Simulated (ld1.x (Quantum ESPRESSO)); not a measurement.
# Ranking TM potentials for palladium (Pd)

All share these settings but for the change named:

- Element: palladium (Pd)
- Generator: ld1.x (Quantum ESPRESSO) 7.5
- Type: norm-conserving Troullier–Martins (Kleinman–Bylander form)
- Functional: PW91
- Relativity: non-relativistic
- Frozen core: [Ar] 3d10 4s2
- Valence charge: 16
- Reference configuration: 4p6 4d10 5s0 5p0
- Partial waves: 4p (bound): rc 1.05 bohr; 4d (bound): rc 1.60 bohr; 5s (bound, empty): rc 2.25 bohr
- Local potential: the s channel
- Core correction: Bessel-smoothed model core, default radius (core density twice the valence density)

Cutoff: the first of the cutoffs (Ry, on a coarse ladder) from which the occupation-weighted sum of valence levels, in a spherical-Bessel basis at the reference potential, stays within 10 and 1 mRy of its value at 400 Ry; the density cutoff is not measured.

The base gives 140 Ry.

Of 8 variants that were run, those that failed, showed a ghost or another fault, or gave nearly equal values are left out.

Problem. Rank these variants from softest to hardest (loose cutoff).
A. all radii but the core radius scaled by about 1.25 (s 2.82, p 1.32, d 2.00 bohr)
B. all radii but the core radius scaled by about 1.39 (s 3.12, p 1.46, d 2.22 bohr)
C. all radii but the core radius scaled by about 1.16 (s 2.60, p 1.22, d 1.86 bohr)
D. all radii but the core radius scaled by about 0.82 (s 1.84, p 0.86, d 1.32 bohr)
E. all radii but the core radius scaled by about 1.31 (s 2.94, p 1.38, d 2.10 bohr)

Solution. B (60 Ry), E (70 Ry), A (80 Ry), C (110 Ry), D (260 Ry).
